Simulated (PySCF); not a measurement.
C₄H₃ClF₂, SMILES C(=C(\Cl)C(=C)F)/F.

Geometry optimised at B3LYP-D3(BJ)/def2-SVP. The structure was generated by enumeration; whether it is a known compound was not checked. The values are those of a single conformer.

Two levels are set side by side: PBE/def2-TZVP (PySCF) and r2SCAN/def2-TZVP (PySCF). Same geometry, gas phase. Differences are taken from unrounded values.

```tsv
quantity	r2SCAN	PBE	PBE minus r2SCAN
orbital gap (eV)	4.01	3.69	-0.31
highest occupied level (eV)	-6.21	-6.00	0.21
lowest empty level (eV)	-2.20	-2.31	-0.10
dipole moment (D)	1.04	1.01	-0.03
mean polarisability (bohr³)	64.8	65.7	0.9
```

Rough cost on one machine, each run with all the roots and properties that it gave: r2SCAN against PBE about 3 times.
